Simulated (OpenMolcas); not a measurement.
V4+ with 6 ligands (water) in octahedral coordination (Th). Ligand basis ANO-RCC-VDZP.

```
Program             : OpenMolcas 26.06
Method              : CASSCF
Basis               : ANO-RCC-VDZP [5s4p2d1f]
Scalar Hamiltonian  : DKH2, point nucleus
Active space        : 1 electron in 5 orbitals (3d)
State averaging     : 2S+1 = 2 even, 5 roots
Spin-orbit coupling : RASSI with atomic mean-field integrals over the reference wave functions
```

All ligands move together. At R = 1.94 Å |10Dq| is 20317 cm-1, and at R = 1.99 Å it is 18069 cm-1.

Task: A third run gives 21318 cm-1. What distance was it run at?

Result: With a power law R^-n the two known points give n = -ln(18069 / 20317) / ln(1.99 / 1.94) = 4.61. Then R = 1.94 × (20317 / 21318)^(1/4.61) = 1.920 Å. The run was at 1.92 Å, so the estimate is off by 0 Å.

An orbital triplet at a regular site is open to Jahn-Teller coupling, which can distort the site and quench the lowest spin-orbit gaps and is left out. Ligand-to-metal charge-transfer states are missing. With metal d orbitals alone the field can be off either way by tens of per cent. The least metal-like active orbital is 81 % on the metal (Löwdin) and no ligand orbital is active, so the numbers are rough (holds for R = 1.92). The least metal-like active orbital is 82 % on the metal (Löwdin) and no ligand orbital is active, so the numbers are rough (holds for R = 1.94; R = 1.99). No measured value stands beside these numbers; the geometry was imposed, not optimised, and the real ion may take another.
